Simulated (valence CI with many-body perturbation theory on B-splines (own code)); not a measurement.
## Pd³¹⁺: electric-dipole lines

Computed by relativistic CI+MBPT: five valence electrons over a frozen Dirac-Fock core [Ne], radial functions for each j: 11 s, 11 p, 10 d, 8 f, 5 g, 2 h, with the one-electron correlation potential Σ1 (screened to all orders), the two-electron term Σ2, the three-electron term Σ3, Breit, model QED; selected single and double excitations, second order for the rest, scaled by the run's own slope (own B-spline code, finite nucleus).

No measured spectrum was set against this ion. As an estimate, large intervals hold to a few tenths of a per cent, small ones and those within an open d or f shell to about a per cent. Among the levels kept, up to 4100 cm⁻¹ of a level comes from second order outside the variational space, and about a tenth of that is noise between levels of different J, which matters for small intervals.

Lines 151 to 200 of 585 in falling wavelength, among levels below 379.82 eV, chosen from the strongest by gf and those to the six lowest levels. Wavelengths and rates use the calculated energies. Electric multipoles are in the length gauge with retardation, E1 and E2 with the static RPA response of the core. Weak lines are less certain than strong ones. Lines between different terms over intervals too small for the method are left out, as are lines whose strength nearly cancels. Where a level lies close to another of its J and parity, the split of strength between their lines is uncertain. The highest levels of a list are the least certain.

Levels are named by their leading jj configuration (3d3/2^4 stands for four electrons in 3d with j = 3/2), which in mixed levels can hold well under half, so a name can repeat and another be missing. Letters in brackets count levels of one name in rising energy.

```tsv
λ vac (nm)	Upper	Lower	A (s⁻¹)	log gf	Branch %
8.989	(3s 3p1/2 3p3/2^2 3d5/2) J=9/2 [d]	(3s^2 3p1/2 3p3/2 3d3/2) J=7/2	4.15e+10	-0.30	56.0
8.986	(3s 3p1/2 3p3/2^2 3d3/2) J=3/2 [f]	(3s^2 3p1/2 3p3/2 3d3/2) J=3/2 [b]	3.04e+10	-0.83	7.9
8.971	(3s 3p1/2 3p3/2^2 3d3/2) J=5/2 [c]	(3s^2 3p1/2 3p3/2 3d3/2) J=5/2 [a]	2.55e+10	-0.73	21.4
8.959	(3s 3p1/2 3p3/2^2 3d5/2) J=5/2 [g]	(3s^2 3p1/2 3p3/2 3d5/2) J=5/2 [b]	1.06e+10	-1.12	3.3
8.959	(3s 3p1/2^2 3p3/2 3d3/2) J=1/2 [b]	(3s^2 3p1/2^2 3d3/2) J=3/2	5.19e+10	-0.90	84.2
8.956	(3s^2 3p1/2 3p3/2 3d5/2) J=3/2 [a]	(3s^2 3p1/2 3p3/2^2) J=3/2	3.03e+10	-0.84	56.8
8.948	(3s 3p1/2 3p3/2^2 3d3/2) J=3/2 [g]	(3s^2 3p3/2^2 3d3/2) J=5/2	4.31e+10	-0.68	7.4
8.946	(3s^2 3p3/2 3d3/2 3d5/2) J=5/2 [d]	(3s^2 3p3/2^2 3d5/2) J=3/2	3.82e+10	-0.56	7.7
8.927	(3s^2 3p1/2 3d5/2^2) J=7/2	(3s^2 3p1/2 3p3/2 3d5/2) J=7/2 [b]	9.49e+09	-1.04	3.3
8.926	(3s 3p1/2 3p3/2^2 3d5/2) J=7/2 [e]	(3s^2 3p1/2 3p3/2 3d5/2) J=5/2 [a]	2.55e+10	-0.61	11.0
8.922	(3s 3p1/2 3p3/2^2 3d5/2) J=5/2 [g]	(3s^2 3p1/2 3p3/2 3d5/2) J=3/2 [c]	5.04e+10	-0.44	15.8
8.920	(3s 3p1/2 3p3/2^2 3d5/2) J=3/2 [e]	(3s^2 3p1/2 3p3/2 3d3/2) J=5/2 [b]	2.47e+10	-0.93	8.3
8.920	(3s^2 3p3/2 3d5/2^2) J=5/2 [a]	(3s^2 3p3/2^2 3d3/2) J=7/2	2.28e+10	-0.79	7.4
8.910	(3s^2 3p3/2 3d3/2 3d5/2) J=5/2 [c]	(3s^2 3p3/2^2 3d5/2) J=5/2 [a]	1.68e+10	-0.92	4.4
8.902	(3s 3p1/2 3p3/2^2 3d3/2) J=7/2 [b]	(3s 3p1/2 3p3/2^3) J=5/2	1.68e+10	-0.80	12.5
8.900	(3s 3p1/2 3p3/2^2 3d5/2) J=7/2 [f]	(3s^2 3p1/2 3p3/2 3d5/2) J=5/2 [a]	5.49e+10	-0.28	39.0
8.885	(3s 3p1/2 3p3/2^2 3d5/2) J=5/2 [c]	(3s^2 3p1/2 3p3/2 3d5/2) J=7/2 [a]	1.02e+10	-1.14	6.1
8.881	(3s^2 3p1/2 3d3/2 3d5/2) J=9/2	(3s^2 3p1/2 3p3/2 3d5/2) J=9/2	4.28e+10	-0.30	41.0
8.875	(3s^2 3p1/2 3d5/2^2) J=7/2	(3s^2 3p1/2 3p3/2 3d3/2) J=5/2 [b]	4.15e+10	-0.41	14.4
8.871	(3s 3p1/2 3p3/2^2 3d3/2) J=3/2 [e]	(3s^2 3p1/2 3p3/2 3d3/2) J=1/2 [a]	6.93e+10	-0.49	52.9
8.860	(3s^2 3p1/2 3p3/2 3d3/2) J=3/2 [b]	(3s^2 3p1/2 3p3/2^2) J=5/2	1.13e+10	-1.27	2.9
8.857	(3s^2 3p1/2 3p3/2 3d5/2) J=5/2 [a]	(3s^2 3p1/2 3p3/2^2) J=3/2	2.62e+10	-0.73	21.4
8.854	(3p1/2^2 3p3/2^2 3d3/2) J=7/2	(3s 3p1/2^2 3p3/2 3d3/2) J=7/2 [a]	1.30e+10	-0.91	20.0
8.850	(3s^2 3p1/2 3d5/2^2) J=3/2	(3s^2 3p1/2 3p3/2 3d5/2) J=3/2 [b]	2.70e+10	-0.90	9.4
8.846	(3s^2 3p3/2 3d5/2^2) J=7/2 [a]	(3s^2 3p3/2^2 3d3/2) J=5/2	1.41e+10	-0.88	4.6
8.844	(3s 3p3/2^3 3d5/2) J=3/2 [a]	(3s^2 3p1/2 3p3/2 3d5/2) J=1/2 [b]	3.96e+10	-0.73	13.0
8.839	(3s^2 3p1/2 3d3/2 3d5/2) J=5/2	(3s^2 3p1/2 3p3/2 3d3/2) J=3/2 [b]	2.66e+10	-0.73	8.2
8.826	(3s^2 3p3/2 3d5/2^2) J=9/2	(3s^2 3p3/2^2 3d3/2) J=7/2	2.99e+10	-0.46	11.7
8.824	(3p1/2^2 3p3/2^2 3d5/2) J=9/2	(3s 3p1/2^2 3p3/2 3d5/2) J=9/2	6.12e+09	-1.15	13.1
8.816	(3s^2 3p3/2 3d3/2 3d5/2) J=5/2 [a]	(3s^2 3p3/2^2 3d5/2) J=7/2	1.41e+10	-1.00	5.0
8.807	(3s 3p1/2 3p3/2^2 3d5/2) J=3/2 [g]	(3s^2 3p1/2 3p3/2 3d5/2) J=1/2 [a]	9.66e+10	-0.35	28.7
8.804	(3s^2 3p3/2 3d3/2 3d5/2) J=7/2 [a]	(3s^2 3p1/2 3p3/2 3d5/2) J=5/2 [b]	1.05e+10	-1.01	4.4
8.803	(3s^2 3p3/2 3d3/2 3d5/2) J=5/2 [b]	(3s^2 3p3/2^2 3d3/2) J=5/2	4.05e+10	-0.55	11.7
8.799	(3s 3p1/2 3p3/2^2 3d5/2) J=1/2 [b]	(3s 3p1/2 3p3/2^3) J=3/2	3.84e+10	-1.05	55.3
8.763	(3s^2 3p1/2 3p3/2 3d3/2) J=5/2 [b]	(3s^2 3p1/2 3p3/2^2) J=5/2	4.17e+10	-0.54	18.7
8.750	(3s 3p1/2^2 3d3/2 3d5/2) J=9/2	(3s 3p1/2^2 3p3/2 3d3/2) J=7/2 [a]	3.85e+10	-0.35	77.5
8.749	(3p1/2^2 3p3/2^2 3d3/2) J=7/2	(3s 3p1/2^2 3p3/2 3d3/2) J=5/2 [a]	9.18e+09	-1.07	14.1
8.747	(3s 3p1/2 3p3/2^2 3d5/2) J=3/2 [b]	(3s 3p1/2 3p3/2^3) J=5/2	4.00e+10	-0.74	21.4
8.747	(3s^2 3p3/2 3d3/2 3d5/2) J=5/2 [e]	(3s^2 3p3/2^2 3d5/2) J=5/2 [b]	2.20e+10	-0.82	5.5
8.747	(3s 3p1/2 3p3/2^2 3d3/2) J=3/2 [b]	(3s 3p1/2^2 3p3/2^2) J=3/2	4.60e+10	-0.68	45.2
8.738	(3s 3p1/2 3p3/2^2 3d5/2) J=5/2 [g]	(3s^2 3p1/2 3p3/2 3d5/2) J=3/2 [b]	3.19e+10	-0.66	10.0
8.733	(3s 3p1/2 3p3/2^2 3d5/2) J=7/2 [e]	(3s^2 3p1/2 3p3/2 3d5/2) J=9/2	1.31e+11	0.08	56.3
8.722	(3s 3p1/2^2 3p3/2 3d5/2) J=3/2	(3s 3p1/2^2 3p3/2^2) J=1/2	3.11e+10	-0.85	39.5
8.717	(3s^2 3p3/2 3d3/2 3d5/2) J=3/2 [b]	(3s^2 3p3/2^2 3d3/2) J=3/2 [b]	9.72e+10	-0.35	24.5
8.715	(3s 3p3/2^3 3d5/2) J=5/2 [b]	(3s^2 3p3/2^2 3d3/2) J=3/2 [b]	9.84e+10	-0.17	24.0
8.712	(3s^2 3p1/2 3p3/2 3d5/2) J=7/2 [b]	(3s^2 3p1/2 3p3/2^2) J=5/2	4.31e+10	-0.41	100.0
8.702	(3s^2 3p1/2 3p3/2 3d5/2) J=3/2 [c]	(3s^2 3p1/2 3p3/2^2) J=1/2	4.50e+10	-0.69	47.9
8.697	(3s 3p1/2 3p3/2^2 3d5/2) J=7/2 [c]	(3s 3p1/2 3p3/2^3) J=5/2	1.11e+10	-1.00	10.5
8.695	(3s^2 3p3/2 3d3/2 3d5/2) J=7/2 [c]	(3s^2 3p3/2^2 3d3/2) J=7/2	1.39e+10	-0.90	3.8
8.690	(3s 3p1/2 3p3/2^2 3d5/2) J=5/2 [c]	(3s^2 3p1/2 3p3/2 3d3/2) J=7/2	1.87e+10	-0.90	11.2
```
